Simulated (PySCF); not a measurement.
Peak assignment

Cartesian coordinates in Å; atom numbers follow the order of the lines, from 1:
```xyz
17

C     2.4487    0.5940    0.2474
C     1.3023   -0.3208   -0.1652
C    -0.0480    0.3345    0.1126
C    -1.2241   -0.5255   -0.2446
N    -1.2799   -1.6578   -0.7746
C    -2.5613    0.1118    0.1216
F    -3.6203   -0.5921   -0.2600
F    -2.6594    0.2865    1.4531
F    -2.6849    1.3367   -0.4232
H     3.4042    0.1153    0.0501
H     2.4112    1.5280   -0.3082
H     2.3927    0.8227    1.3092
H     1.3868   -0.5447   -1.2315
H     1.3735   -1.2596    0.3899
H    -0.1293    0.5943    1.1728
H    -0.1327    1.2703   -0.4496
H    -0.3865   -2.0813   -1.0097
```

- GIAO PBE0/pcSseg-1 shieldings
- coordinates at the GFN2-xTB level
- run in PySCF 2.14
- isolated molecule, relativity neglected, fast rotation and ring inversion assumed for equivalent nuclei, a single conformation

References, each an isolated molecule treated in the same way: ¹³C, ¹H vs TMS.

(1) Assign these signals to the numbered atoms. ¹³C{¹H} NMR (computed): δ 174.9 (C), 129.8 (C), 37.9 (CH2), 19.7 (CH2), 15.5 (CH3).

(2) Assign these signals to the numbered atoms. ¹H NMR (400 MHz, computed): δ 11.70 (br s, 1H), 2.45 (t, 2H), 1.35 (m, 2H), 1.18 (t, 3H).

## Answers

(1) 
174.9 → C4, carbon bonded to 2 C, N
129.8 → C6, carbon bonded to C, 3 F
37.9 → C3, carbon bonded to 2 C, 2 H
19.7 → C2, carbon bonded to 2 C, 2 H
15.5 → C1, carbon bonded to C, 3 H

(2) 
11.70 → H17, hydrogen on a nitrogen bonded to C
2.45 → H15/H16, hydrogen on a carbon bonded to 2 C
1.35 → H13/H14, hydrogen on a carbon bonded to 2 C
1.18 → H10/H11/H12, hydrogen on a carbon bonded to C

OH/NH shifts are gas-phase values; hydrogen bonding in solution moves them, usually downfield. Splittings by ¹⁹F in the carbon and heteronuclear signals aren't shown, as no couplings were computed. Shifts are as computed. Against solution values, carbons near 30 ppm lie about +3 ppm off and those near 130 ppm about +5 ppm. Of 1211 compounds with measured shifts, 218 miss one by over three times the rms of a fit or turn the order of signals round; such compounds aren't used in these exercises. Multiplicities follow the n + 1 count of equivalent neighbours, as no J values were calculated; m marks all less simple cases, F and P coupling included.
